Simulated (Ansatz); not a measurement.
```yaml
crystal:
  periodic: [false, false, false]
  atoms:
    - {symbol: F, position_ang: [1.242247, -1.001924, -0.869262]}
    - {symbol: Sn, position_ang: [-0.951325, -1.892076, -0.278386]}
    - {symbol: C, position_ang: [0.182287, 1.205886, 0.160192]}
    - {symbol: O, position_ang: [-0.786053, 0.735210, 0.481755]}
    - {symbol: H, position_ang: [-0.145150, -2.072543, 1.532466]}
    - {symbol: H, position_ang: [0.957468, 0.926271, -0.790789]}
    - {symbol: H, position_ang: [-0.192736, 2.186343, 0.372604]}
basis:
  gaussian: {orbitals: def2-SVP}
magnetization: {spin_polarized: true, initial_magnetization: 1}
hamiltonian: {xc: {name: HF}}
correlation: {method: mp2}
```

```sh
$ ansatz run in.yaml --threads 2 --pin off --events-out ev --progress --plain --max-ram 4352MiB
```

Shortened log:

```
Error: a molecule whose nuclei and cores have a total charge of 48 cannot have a net charge of 0 together with 1 unpaired electrons
```

What is wrong with this run?

The number of unpaired electrons doesn't fit the electron count. The program refused the input.
